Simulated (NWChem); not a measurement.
System: SiCl$_{2}$F$_{2}$; SMILES F[Si](F)(Cl)Cl

```xyz
5

F      0.0000     1.2886    -1.2669
Si     0.0000     0.0000    -0.3235
F      0.0000    -1.2886    -1.2669
Cl     1.6729     0.0000     0.8070
Cl    -1.6729     0.0000     0.8070
```
Atoms are numbered in this order, from 1.

Program: NWChem. Pople sets run with spherical d functions. STO-3G and 3-21G are far too small for this property and stand as cheap habits. Coordinates come from a PBE0/def2-SVP optimisation. GIAO values for the isolated, static molecule; σ is the absolute isotropic shielding, δ = σ(reference) − σ with the isolated reference molecule computed at the same levels (19F: trichlorofluoromethane, 29Si: tetramethylsilane).

For level Hartree-Fock/6-31G*:

- δ F1 (ppm) = -66.5
- δ Si2 (ppm) = -33.8
- σ Cl4 (ppm) = 954.9

What are these values for level Hartree-Fock/STO-3G?


- δ F1 (ppm) = -137.3
- δ Si2 (ppm) = -0.7
- σ Cl4 (ppm) = 1202.2
